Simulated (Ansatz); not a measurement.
Coupled-cluster diagnostics for the cluster NbSe2, Ansatz.

Geometry of the doublet (r2SCAN-D4/def2-TZVP):

Cartesian coordinates in Å:
```
Nb -0.983 -0.193 -1.044
Se 1.305 -0.399 -0.153
Se -0.322 0.592 1.196
```

In the def2 sets Nb takes a core potential; there is no spin–orbit coupling. Correlated methods freeze 18 core orbitals; core or outer-core shells of Nb, Se are correlated, in sets that lack core-valence functions. Another isomer (quartet) lies 0.54 eV lower at PBE0-D4/def2-TZVP; other spin states weren't run for this one.

(1) Estimate the CCSD(T) correlation energy, the shares of MP2 and (T), T1 and the reference's ⟨S²⟩ for: charge 0, doublet, own geometry in def2-TZVP; and the rough time on 2 threads of Arm Neoverse V2 on a shared host.

## Answers

(1) 
```json
{"state": "charge 0, doublet, own geometry", "basis": "def2-TZVP", "correlation (eV)": "-24.025", "MP2 share (%)": "94.7", "(T) share (%)": "5.1", "T1": "0.038", "⟨S²⟩ (pure)": "1.75 (0.75)", "wall time": "85 s", "remarks": "flagged by the program, spin-contaminated"}
```
Customary marks for T1 are 0.02 (closed shells), 0.045 (open shells) and about 0.05 (3d metals). T1 exceeds 0.02 in 1 of 1 rows and 0.045 in 0; the higher it lies, the less the single-reference result can be trusted.
